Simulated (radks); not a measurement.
Results of a calculation; reference values are marked as such.
Question: The table gives one normalised radial function P(r) = r R(r) of H in 1s1 (r in bohr). Code: a radial shooting solver on a logarithmic mesh with Libxc functionals. Model: scalar-relativistic Kohn-Sham, r2SCAN, spin-polarised, spherical densities, finite nucleus; open shells are filled with parallel spins first; meta-GGA in the generalised Kohn-Sham scheme; Gaussian nuclear charge, rms radius 0.8783 fm; hard spherical wall at 4 bohr.

| r | P |
|---|---|
| 0.09388 | 0.1823 |
| 0.1084 | 0.2075 |
| 0.1242 | 0.2339 |
| 0.1423 | 0.2631 |
| 0.1644 | 0.2971 |
| 0.1883 | 0.3322 |
| 0.2157 | 0.3702 |
| 0.2491 | 0.4132 |
| 0.2854 | 0.4561 |
| 0.327 | 0.5008 |
| 0.3777 | 0.5491 |
| 0.4327 | 0.5946 |
| 0.4997 | 0.6411 |
| 0.5725 | 0.6817 |
| 0.6559 | 0.7169 |
| 0.7575 | 0.7460 |
| 0.8679 | 0.7632 |
| 0.9943 | 0.7681 |
| 1.148 | 0.7574 |
| 1.316 | 0.7307 |
| 1.507 | 0.6867 |
| 1.741 | 0.6215 |
| 1.994 | 0.5437 |
| 2.303 | 0.4468 |
| 2.639 | 0.3452 |
| 3.023 | 0.2372 |
| 3.491 | 0.1184 |
| 4 | 0.0000 |

Which n and l does it have? It may be an empty orbital.

Answer: n = 1, l = 0: the number of nodes gives n - l - 1 = 0, the rise at small r (about r^(l+1)) gives l, and the extent must fit the shell. The curve is that of 1s up; the table hardly tells the two spins apart. 1s up: eigenvalue -6.961 eV, 0 radial nodes, <r> = 1.34 bohr, 90 % of the charge inside 2.32 bohr.
